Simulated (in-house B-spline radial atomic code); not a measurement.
A fraction x of an electron is removed from 3d in Ba⁴⁺, starting from [Kr] 4d10 5s2 5p4 and keeping the highest spin. All numbers are computed (scalar-relativistic (X2C) TPSS, spin-polarised, spherical fractional occupations; Fermi nucleus of rms radius 4.8378 fm) with a B-spline radial code for spherical atoms, not measured.

```
   x  E(x) - E(0) (eV)  3d down level (eV)
   0            0.0000            -804.172
0.23          186.4262            -816.943
 0.3          243.7489            -820.851
0.48          392.4096            -830.946
 0.5          409.0398            -832.071
0.52          425.6925            -833.198
0.68          559.7266            -842.238
0.78                 ?                   ?
0.91                 ?                   ?
   1          832.1542            -860.468
```

Q: What belongs in the row x = 0.78?

A: An energy change of 644.2340 eV; 3d down at -847.913 eV.

Q: What belongs in the row x = 0.91?

A: An energy change of 754.9438 eV; 3d down at -855.321 eV.

Q: Check Janak's theorem between x = 0.23 and 0.3.

A: The slope of the energy is 818.90 eV; the orbital levels give 818.90 eV (-ε of the emptying orbital, averaged over the two points).
